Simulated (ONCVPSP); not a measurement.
Varying the ONCV potential for Cr

Base potential:

| Property | Result |
| --- | --- |
| Element | chromium (Cr) |
| Generator | ONCVPSP 4.0.1 |
| Type | optimised norm-conserving Vanderbilt (ONCV) |
| Functional | Wu-Cohen |
| Relativity | scalar-relativistic |
| Frozen core | [Ar] |
| Valence charge | 6 |
| Reference configuration | 3d5 4s1 |
| Partial waves | 4s: rc 2.85 bohr, ncon 4, nbas 7, qcut 2.3 1/bohr, 2 projectors, debl 1.9 Ha; p scattering state at 0.22 Ha: rc 2.65 bohr, ncon 5, nbas 8, qcut 2.5 1/bohr, 2 projectors, debl 1.2 Ha; 3d: rc 1.25 bohr, ncon 3, nbas 7, qcut 12.6 1/bohr, 1 projector |
| Local potential | polynomial inside 1.00 bohr (lpopt 5, dvloc0 0 Ha) |
| Core correction | Teter function, fcfact 2, rcfact 1.4 |

In the p channel the program set the typed energies aside and used 0.050, 1.250 Ha.

Cutoffs, loose and tight: the cutoffs (Ha) at which the residual kinetic energy of the hardest occupied pseudo-wave falls to 1 and 0.1 mHa per electron. They do not see the model core or the augmentation charge, which bear on the density cutoff. Test errors are all-electron minus pseudo excitation energies from the reference, over the configurations 3d5 4s0; 3d4 4s0; 3d3 4s0; 3d4 4s1 4p1. A dash means not determined; rows that change the core or the reference have their own tests. The largest error is taken over the tests solved by every variant that gives reliable tests at all: 3d4 4s0; 3d4 4s1 4p1; 3d5 4s0.

A true bound ghost makes a file unfit for plane-wave use even where its test errors are small: the radial tests pick states by their node count and pass the ghost by.

```tsv
change	outcome	cutoff, loose	cutoff, tight	bound ghosts	GHOST(+) flags above zero	largest test error (meV)
base	generated, projector energies reset by the program	56 Ha	65 Ha	s	p	-99
core correction Teter function, fcfact 2, rcfact 1.02	generated, projector energies reset by the program	56 Ha	65 Ha	s	p	-87
core correction Teter function, fcfact 2, rcfact 1.14	generated, projector energies reset by the program	56 Ha	65 Ha	s	p	-90
core correction Teter function, fcfact 2, rcfact 1.36	generated, projector energies reset by the program	56 Ha	65 Ha	s	p	-98
core correction Teter function, fcfact 2, rcfact 1.48	generated, projector energies reset by the program	56 Ha	65 Ha	s	p	-122
core correction Teter function, fcfact 2, rcfact 1.7	generated, projector energies reset by the program	56 Ha	65 Ha	s	p	-318
core correction Teter function, fcfact 2, rcfact 1.8	generated, projector energies reset by the program	56 Ha	65 Ha	s	p	-433
core correction Teter function, fcfact 2, rcfact 1.98	generated, projector energies reset by the program	56 Ha	65 Ha	s	p	-639
```

Reading the sweep of the rcfact (base included, trends over the rows without a ghost): Bound ghosts are found at 1.02, 1.14, 1.36, 1.4, 1.48, 1.7, 1.8, 1.98. Every judged row has one, so this setting neither creates nor removes them.
